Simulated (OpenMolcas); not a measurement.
Consider [Cu2(μ-F)2(Cl)4]2-, a planar model complex in vacuum (2 bridging F, bridge angle 88°, metal-metal distance 2.66 Å, Cu–F 1.91 Å; typed geometry, not optimised).

```xyz
8

Cu    -1.3296     0.0000     0.0000
Cu     1.3296     0.0000     0.0000
F      0.0000     1.3768     0.0000
F      0.0000    -1.3768     0.0000
Cl    -2.9771     1.6476     0.0000
Cl    -2.9771    -1.6476     0.0000
Cl     2.9771     1.6476     0.0000
Cl     2.9771    -1.6476     0.0000
```

Give the energies of the total-spin states at CASSCF(2,2) on the singly occupied d orbitals (ANO-RCC-VDZP, scalar-relativistic DKH2, RICD, no spin-orbit coupling, OpenMolcas), and the exchange constant.

Local spins 1/2 and 1/2.

| total S | E (cm⁻¹) | natural occupations, lowest and highest |
|---|---|---|
| 1 | 0.0 | 1.000, 1.000 |
| 0 | 14.1 | 0.987, 1.013 |

J = 7.0 cm⁻¹ (ferromagnetic).

J is defined by H = −2J S1·S2, so negative values are antiferromagnetic. Wave-function values come from the highest and lowest total spin; broken-symmetry values use Yamaguchi's formula with the computed ⟨S²⟩. The active space holds the singly occupied metal orbitals alone, without bridging-ligand orbitals. No row is a measured value.
